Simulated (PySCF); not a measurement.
# Vibration and rotation of RbH

RHF-CCSD(T) constants of RbH, ¹Σ⁺ (singlet), closed shell (Rb def2-SVPD with ECP28, H def2-SVPD; scalar-relativistic core potentials (PySCF 2.14); masses 84.9118 and 1.0078 u):

```
ωe           : 902.4 cm⁻¹
ωexe         : 13.8 cm⁻¹
Be           : 2.8281 cm⁻¹
αe           : 0.0706 cm⁻¹
De to Rb + H : 1.56 eV
```

What force constant and bond length do these constants imply?

Reduced mass μred = 0.99600 u; k = 5.8918×10⁻⁷·μred·ωe² (u, cm⁻¹, mdyn/Å) = 0.478 mdyn/Å; Re = √(16.8576/(μred·Be)) (u, cm⁻¹, Å) = 2.446 Å.

Estimate the centrifugal constant D from the Kratzer relation and find the Dunham coefficient a1.

D = 4Be³/ωe² = 0.000111 cm⁻¹; a1 = −1 − αeωe/(6Be²) = -2.33.

Measured values (Huber and Herzberg, Constants of Diatomic Molecules (1979)): ωe = 936.94 cm⁻¹, ωexe = 14.21 cm⁻¹, Be = 3.02 cm⁻¹, αe = 0.072 cm⁻¹.

Correlated steps freeze no core orbitals. Correlated levels converge slowly with the basis: in double zeta they bind strong bonds too weakly, by up to about 1 eV, and carry superposition errors of some tenths. Where the molecule has an RHF reference, its open-shell atoms are computed with UHF. The CCSD T1 diagnostic is raised, a sign that a single reference may not be enough here.
